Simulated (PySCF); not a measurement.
SMILES [CH]([GeH]([CH]=C)[Cl])=C (C₄H₇ClGe), CAM-B3LYP/def2-SVP optimised geometry. Atoms within 1.6 Å of the plane z = 0.0 Å (x, y, z in Å): Ge1 (-0.28, -0.69, 0.00), Cl2 (1.90, -0.69, 0.00), C3 (-0.82, 1.16, 0.00), C4 (0.03, 2.19, -0.01), C5 (-0.89, -1.65, 1.56), C6 (-1.60, -2.77, 1.48), H7 (-0.73, -1.45, -1.26), H8 (-1.90, 1.36, 0.02), H9 (1.11, 2.03, -0.03), H10 (-0.32, 3.23, 0.00), H13 (-1.86, -3.23, 0.51).

Method: CAM-B3LYP/def2-TZVP run with PySCF 2.14.0. Cells within 0.4 Å of a nucleus heavier than hydrogen are left out (blank, or x).

Map of the electrostatic potential (hartree/e), clipped to [-0.08, 0.12] on the plane z = 0.0 Å:

```
|2222222222222222222222221111111|
|2222222222222222222222221111111|
|2222222222223333222222221111111|
|2222222222233444322222221111111|
|2222222222234686432222221111111|
|2222222222336999732222221111111|
|2222222222347999953222221111111|
|2222222223337999996432221111111|
|222222233334799x999953221111111|
|22222233466799xxx99994211111111|
|222223348999999x999993211111111|
|2222233599999x99999952111111111|
|222223359999xx99965421000011111|
|2222233469999999964321100001111|
|2222223345799999997999520000111|
|2222223345799999999999962000111|
|22222223459999x99999x9993100111|
|22222223359999xx9999xx994100111|
|2222222235899999999999993100011|
|2222222234699999999999951000011|
|2222222233579999986686310000111|
|2222222234556898742110000000111|
|2222222346765444321000000000111|
|2222222369995332211000000001111|
|2222223479995322111000000011111|
|2222223359984221111110001111111|
|2222222345643221111111111111111|
|2222222333332221111111111111111|
|2222222223222221111111111111111|
|2222222222222221111111111111111|
|2222222222222221111111111111111|
```
Scale: ten equal steps from -0.029 (start of '0') to 0.120 (end of '9'), in the order '0123456789'; x runs from -5.50 to 5.50, y from -5.50 (bottom) to 5.50 (top).
